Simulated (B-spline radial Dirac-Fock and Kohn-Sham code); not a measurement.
# Hf: eigenvalues, ΔSCF and the reference

System: the Hf atom in the configuration [Xe] 4f14 5d1 6s2 6p1 (not the ground configuration).

The density-functional columns are spherical, spin-unpolarised Dirac-Kohn-Sham results without Breit or QED terms: −ε is minus the orbital energy of the initial state and ΔSCF the difference of two total energies. The reference in the last column comes from Dirac-Fock (average of configuration) total-energy differences with a finite nucleus, the Breit interaction including its frequency dependence, and self-energy and vacuum-polarisation corrections. All numbers are from a radial B-spline solver, in eV; a selection of levels is shown. For the 1s level of heavy atoms much of the gap between ΔSCF and the reference is the Breit and QED part, -318.6 eV here; for other levels the error of the functional can be larger.

```
level   LDA −ε  LDA ΔSCF  Dirac-Fock
   1s  65125.6   65657.4     65350.7
   2s  11135.4   11230.3     11288.9
2p1/2  10641.2   10764.0     10749.4
2p3/2   9450.8    9556.9      9571.0
   3s   2539.2    2564.8      2616.3
3p1/2   2319.1    2346.7      2379.2
3p3/2   2064.0    2089.0      2123.3
3d3/2   1689.1    1719.8      1727.2
3d5/2   1633.5    1663.1      1672.5
   4s    513.6     524.6       553.1
4p1/2    423.3     434.2       455.4
4p3/2    364.7     375.3       397.1
4d3/2    215.9     226.2       236.5
4d5/2    205.2     215.3       225.9
4f5/2    21.41     30.42       26.47
4f7/2    19.66     28.59       24.82
   5s    70.44     77.03       80.40
5p1/2    44.70     50.82       49.73
5p3/2    36.77     42.54       41.85
   5d     5.20      9.33        8.33
   6s     6.71      9.74        7.99
   6p     2.39      4.67        4.24
```

Values without a named source are computed, but for edge energies of neutral atoms, which are taken from tables.
